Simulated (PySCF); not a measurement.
C10H3F5S, SMILES Fc1c(F)c(F)c(-c2cccs2)c(F)c1F, GFN2-xTB optimised geometry.

```
19

F     -2.15    -4.07     0.00
C     -1.47    -2.93     0.00
C     -2.13    -1.70     0.00
F     -3.47    -1.67     0.00
C     -1.42    -0.52     0.00
F     -2.14     0.61     0.00
C     -0.01    -0.47     0.00
C      0.74     0.77     0.00
C      0.26     2.06     0.00
C      1.28     3.02     0.00
C      2.52     2.47     0.00
S      2.48     0.77     0.00
C      0.62    -1.73     0.00
F      1.96    -1.81     0.00
C     -0.08    -2.93     0.00
F      0.59    -4.08     0.00
H     -0.78     2.32     0.00
H      1.09     4.08     0.00
H      3.47     2.98     0.00
```

Density from CAM-B3LYP/def2-SVP (PySCF 2.14.0) at that geometry.

Minimum of the electron density along straight lines between bonded atoms, close to the bond critical point (lines longer than 1.1 times the sum of covalent radii, or with two minima, are not listed):

| bond | length / Å | ρ at the minimum / e bohr⁻³ | ∇²ρ there / e bohr⁻⁵ | position (fraction from the first atom) |
|---|---|---|---|---|
| F1–C2 | 1.333 | 0.265 | 0.13 | 0.67 |
| C2–C3 | 1.390 | 0.318 | -0.84 | 0.50 |
| C3–F4 | 1.335 | 0.264 | 0.13 | 0.33 |
| C3–C5 | 1.388 | 0.320 | -0.85 | 0.50 |
| C5–F6 | 1.339 | 0.260 | 0.14 | 0.33 |
| C5–C7 | 1.406 | 0.304 | -0.76 | 0.52 |
| C7–C8 | 1.446 | 0.277 | -0.67 | 0.51 |
| C8–C9 | 1.378 | 0.314 | -0.78 | 0.52 |
| C9–C10 | 1.402 | 0.305 | -0.78 | 0.50 |
| C10–C11 | 1.362 | 0.324 | -0.83 | 0.49 |
| C8–S12 | 1.746 | 0.208 | -0.44 | 0.47 |
| C11–S12 | 1.705 | 0.225 | -0.54 | 0.48 |
| C7–C13 | 1.405 | 0.304 | -0.76 | 0.48 |
| C13–F14 | 1.339 | 0.259 | 0.15 | 0.33 |
| C2–C15 | 1.390 | 0.318 | -0.84 | 0.50 |
| C13–C15 | 1.388 | 0.320 | -0.85 | 0.50 |
| C15–F16 | 1.335 | 0.264 | 0.13 | 0.33 |
| C9–H17 | 1.072 | 0.289 | -1.16 | 0.65 |
| C10–H18 | 1.075 | 0.285 | -1.11 | 0.64 |
| C11–H19 | 1.072 | 0.286 | -1.14 | 0.65 |
